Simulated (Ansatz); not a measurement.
Species: GeIF, charge 0, singlet. GeIF (SMILES [F][Ge][I]).
B3LYP-D3(BJ)/def2-TZVP minimum from Ansatz (a first-principles code):
```xyz
3

Ge     0.5965     0.8194     1.0223
F      1.0875     2.0574    -0.1337
I     -0.5448    -0.8441    -0.5945
```

Total energies in def2-TZVPP, 18 correlated electrons, 24 frozen orbitals. UHF or UKS for unpaired electrons; spin-orbit terms are left out. Cores are frozen in correlated methods (noble-gas shells, and filled d and f shells in the p block). Past Kr the def2 sets carry scalar-relativistic core potentials. Spin-orbit terms, left out, reach several kcal/mol for Br and I, and more for heavier atoms.

| method | program | energy (Eh) | minus CCSDT(Q) (mEh) |
|---|---|---|---|
| HF | Ansatz | -2471.59103 | 519.64 |
| MP2 | Ansatz | -2472.06993 | 40.74 |
| CCSD | Ansatz | -2472.08905 | 21.63 |
| CCSD(T) | Ansatz | -2472.10863 | 2.04 |
| CCSDT(Q) | Ansatz | -2472.11068 | 0.00 |

Rough core times of Ansatz's runs on a shared machine: CCSD(T) under 20 s, CCSDT(Q) 40 min.
